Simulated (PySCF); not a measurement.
How methods differ on the ionisation energy of In

In [Kr] 4d10 5s2 5p1 (2P) → In⁺ [Kr] 4d10 5s2 (1S), as a difference of total energies. All numbers are calculated (PySCF 2.14, the spin-free X2C one-electron Hamiltonian (Gaussian nucleus), in x2c-QZVPPall (13s9p7d4f1g, 112 functions)). Correlated levels: valence: [Kr] 4d10 frozen. The calculations carry no spin-orbit coupling.

```tsv
method	ionisation energy (eV)	plus first-order spin-orbit estimate	error of that sum (eV)
UHF	5.219	5.379	-0.407
MP2 (valence)	5.420	5.581	-0.205
SCS-MP2 (valence)	5.406	5.566	-0.220
CCSD (valence)	5.468	5.628	-0.158
CCSD(T) (valence)	5.490	5.650	-0.136
```

Reference: 5.786 eV (measured; NIST Atomic Spectra Database, ionization energies).

A first-order spin-orbit estimate (lowest level to lowest level, LS coupling) adds 0.160 eV.

Errors of the correlated levels include the incompleteness of this basis and the frozen core.
